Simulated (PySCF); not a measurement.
C2H7GeNO.
Numbering: `[CH3:1][N:2]([GeH3:3])[CH:4]=[O:5]` (hydrogens: H6, H7, H8 on C1; H9, H10, H11 on Ge3; H12 on C4)

Method: PBE0-D3(BJ)/def2-SVP geometry optimisation, gas phase in PySCF 2.14.0; density fitting, grid level 1; the optimiser is geomeTRIC in internal coordinates, started from a GFN2-xTB structure with every atom displaced at random (about 0.01 Å).

Step 0: E = -62218.5775 eV
```
atom  x, y, z in Å  |  force x, y, z in eV/Å
C1     -1.2154   -0.9984    0.0968   -1.091   2.166  -0.460
N2     -0.2469    0.0610   -0.0289    0.640  -0.887   0.183
Ge3     1.6126   -0.0416    0.0870   -0.069  -0.293   0.581
C4     -0.5173    1.3377   -0.2619   -3.141  -0.783   0.016
O5      0.3352    2.1592   -0.3598    2.027   2.199  -0.272
H6     -0.7298   -1.9097    0.2873    0.796  -1.605   0.317
H7     -1.9133   -0.7674    0.9168   -0.070  -0.232   0.071
H8     -1.7979   -1.0653   -0.8348   -0.103  -0.305   0.004
H9      1.8105   -1.5079    0.3748    0.157  -0.728   0.084
H10     2.2284    0.3477   -1.1996    0.485   0.234  -0.895
H11     2.0841    0.7649    1.2668    0.228   0.281   0.377
H12    -1.6104    1.5915   -0.3533    0.141  -0.045  -0.005
```

Task: Estimate the geometry and energy of step 1. (The exact step hangs on the optimiser's Hessian estimate; all steps are aligned on step 0, rigid shifts and turns removed.)

Result: E = -62218.7930 eV, largest force 0.892 eV/Å
```
atom  x, y, z in Å  |  force x, y, z in eV/Å
C1     -1.2253   -0.9521    0.0860    0.301  -0.592   0.133
N2     -0.2416    0.0952   -0.0325    0.195   0.114   0.005
Ge3     1.6404   -0.0830    0.1093    0.016   0.000  -0.118
C4     -0.5852    1.3808   -0.2658    0.793   0.404  -0.061
O5      0.2644    2.2593   -0.3711   -0.614  -0.381   0.069
H6     -0.7077   -1.9162    0.2915   -0.249   0.407  -0.085
H7     -1.9244   -0.7762    0.9171   -0.061   0.033   0.057
H8     -1.8054   -1.0886   -0.8386   -0.059   0.014  -0.088
H9      1.8308   -1.6006    0.3877   -0.068   0.191  -0.042
H10     2.3116    0.3130   -1.2285   -0.124  -0.091   0.231
H11     2.1574    0.7559    1.2928   -0.050  -0.095  -0.100
H12    -1.6752    1.5843   -0.3571   -0.081  -0.005  -0.001
```

The energy changes by -0.2155 eV. The first-order estimate −F·Δx gives -0.5559 eV and the mean of the old and new forces, exact on a quadratic surface, -0.2270 eV. The step makes an angle of 66° with the force vector and moves no atom by more than 0.123 Å.

The cost below is that of the whole optimisation. On one thread of an Arm Neoverse V1, no GPU (shared host), this took 53 s wall and 0.51 GiB of memory at its peak.
